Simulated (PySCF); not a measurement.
A calculated (M06-2X, PySCF 2.14, jorge-DZP-DKH, the spin-free X2C one-electron Hamiltonian (Gaussian nucleus)) atom or ion has these occupied shells.

```
shell  electrons  orbital energy (eV)  rms radius, mean of both spins (bohr)
 1s α          1              -2499.8                                  0.112
 1s β          1              -2499.4                                  0.112
 2s α          1              -269.46                                  0.518
 2s β          1              -269.31                                  0.518
 2p α          3              -211.56                                  0.490
 2p β          3              -211.13                                  0.490
 3s α          1              -56.088                                   1.64
 3s β          1              -54.345                                   1.64
 3p α          1              -43.947                                   1.78
```

Question: Name the element and its charge.

Answer: S³⁺ (sulfur, charge +3), in [Ne] 3s2 3p1, 2P determinant.
